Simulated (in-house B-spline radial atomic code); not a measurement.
## Ionising the platinum ion Pt⁷⁺ with different functionals

Computed with an all-electron radial atomic-structure program (B-spline basis): scalar-relativistic (spin-free X2C) Hamiltonian, Fermi nucleus of rms radius 5.427 fm, spin-polarised at highest spin, spherical fractional occupations for the functionals, the average over the highest-spin determinants for Hartree-Fock. The ionisation energy is the difference of two self-consistent energies, [Xe] 4f14 5d3 → [Xe] 4f14 5d2, without Breit or QED terms; ε is the level of the shell that loses the electron (its least bound occupied spin orbital). There is no spin-orbit coupling in this Hamiltonian.

Hybrids are left out here: with spherical fractional occupations of an open shell their exact exchange keeps a self-interaction that integer-occupation calculations don't have.

```
           method          rung  ΔSCF (eV)  -ε(5d) (eV)
     Hartree-Fock  Hartree-Fock     108.37       108.96
         LDA VWN5           LDA     109.48       101.14
         LDA PW92           LDA     109.47       101.13
LDA exchange-only           LDA     107.93        99.63
              PBE           GGA     109.28       100.97
           PBEsol           GGA     109.31       100.99
             BLYP           GGA          ?            ?
             RPBE           GGA     109.23       100.92
             PW91           GGA     109.37       101.05
             BP86           GGA     109.32       101.00
             AM05           GGA     109.31       100.98
             OLYP           GGA     109.67       101.33
             TPSS      meta-GGA          ?            ?
             SCAN      meta-GGA     109.45       101.23
           r2SCAN      meta-GGA     109.48       101.26
          revTPSS      meta-GGA     109.26       100.97
```

Question: What does BLYP give?

Answer: ΔSCF 109.05 eV, and -ε(5d) = 100.70 eV.

Question: What does TPSS give?

Answer: ΔSCF 109.23 eV, and -ε(5d) = 100.94 eV.

Question: How do they compare with the NIST value?

Answer: NIST lists 109 eV ± 2.1 (tabulated theory, ground level to ground level). Errors run from -1.07 to +0.67 eV; all lie within about twice that uncertainty, so the table can't rank the methods. Hartree-Fock also lacks correlation.
